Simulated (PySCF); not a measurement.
Delta-SCF ions had no search for a lower state. 

Cartesian coordinates (Å):
SMILES: SC(S)(S)S
```xyz
9

S      1.6589     0.8994    -0.7294
C      0.0964     0.1746    -0.1294
S      0.3184    -1.1219     1.1175
S     -0.8074     1.5180     0.6920
S     -0.6607    -0.4239    -1.6731
H      2.2651     0.8650     0.4682
H      0.8480    -2.0349     0.2833
H     -1.8447     0.7683     1.1134
H     -1.8741    -0.6446    -1.1424
```
Charge 0, multiplicity 1.

Question: What is the computed HOMO–LUMO gap, vertical ionisation energy (Delta-SCF) and LUMO (PBE-D3(BJ)/def2-TZVP // PBE0-D3(BJ)/def2-TZVP run with PySCF)?

Answer: 
```yaml
HOMO–LUMO gap: 3.57 eV
vertical ionisation energy (Delta-SCF): 8.37 eV
LUMO: -2.15 eV
```
